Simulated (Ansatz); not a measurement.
Cost and result up the ladder for the cluster Ge4Te3 (the lowest singlet isomer of a short search) (7 atoms). The state is a singlet with charge 0. Geometry: PBE0-D4/def2-SVP.

Cartesian coordinates in Å:
```
Ge 0.5160 -1.4402 -1.8327
Ge 0.7976 2.5640 0.5282
Ge 1.7192 0.3550 -0.2679
Ge -1.8315 -0.3334 0.8553
Te 0.5335 0.3555 2.1590
Te -0.7661 1.1689 -1.3217
Te -0.9687 -2.6700 -0.1203
```

Ansatz on 4 threads of Intel Xeon on a shared host. Times are rough, and most runs start from the orbitals of an earlier one. PBE0-D4/def2-TZVP serves as the yardstick here, not as an exact answer. Differences are given only for rows in sets of like size (and for xTB, whose basis is part of the method), since another set adds its own error. Binding counts from free atoms at the same level (Ge triplet, Te triplet; other spins of the atoms weren't run), without zero-point energy or a counterpoise term.

In the def2 sets Te takes a core potential; there is no spin–orbit coupling. B3LYP takes the VWN-RPA correlation. Correlated methods freeze 48 core orbitals; core or outer-core shells of Ge, Te are correlated, in sets that lack core-valence functions. The rows differ in basis, and correlated rows in double-zeta sets carry the largest basis error. The structure comes from a short search, and lower isomers may exist.

Correlated methods converge slowly with the basis, most of all in double-zeta sets.

| level | functions | binding energy per atom (eV) | difference from PBE0-D4/def2-TZVP (eV) |
| --- | --- | --- | --- |
| MP2/def2-SVP | 206 | 2.51 | – |
| PBE-D4/def2-TZVP | 342 | 3.01 | 0.17 |
| PBE-D4/def2-SVP | 206 | 2.99 | – |
| RPA@PBE/def2-SVP | 206 | 2.13 | – |
| r2SCAN-D4/def2-TZVP | 342 | 2.82 | -0.02 |
| revPBE-D4/def2-TZVP | 342 | 2.87 | 0.03 |
| PBE0-D4/def2-TZVP (with forces) | 342 | 2.84 | 0.00 |
| B3LYP-D4/def2-TZVP | 342 | 2.75 | -0.09 |
| PBE0-D4/def2-SVP | 206 | 2.81 | – |
| PBE-D4/def2-TZVPD | 393 | 3.01 | 0.17 |

(1) Estimate how long each takes.

## Answers

(1) PBE-D4/def2-SVP 6.5 s; PBE-D4/def2-TZVP 14 s; revPBE-D4/def2-TZVP 15 s; PBE0-D4/def2-SVP 19 s; PBE-D4/def2-TZVPD 21 s; RPA@PBE/def2-SVP 22 s; MP2/def2-SVP 24 s; r2SCAN-D4/def2-TZVP 26 s; B3LYP-D4/def2-TZVP 47 s; PBE0-D4/def2-TZVP (with forces) 69 s. On shared hardware such times vary by a factor of up to 3.
